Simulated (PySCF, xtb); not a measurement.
Si(H)(PH2)3 (H7P3Si), SMILES [SiH](P)(P)P.

GFN2-xTB run with xtb at its own geometry gives an orbital gap of 4.11 eV and a dipole moment of 1.11 D.

Coordinates come from a PBE0-D3(BJ)/def2-SVP optimisation. Other conformers were not sampled.

What does HF/def2-TZVP (PySCF) give? (Estimate from the structure and the level; the computed values follow.)

gap 12.38 eV (levels -9.74 and 2.63 eV), dipole 0.78 D.
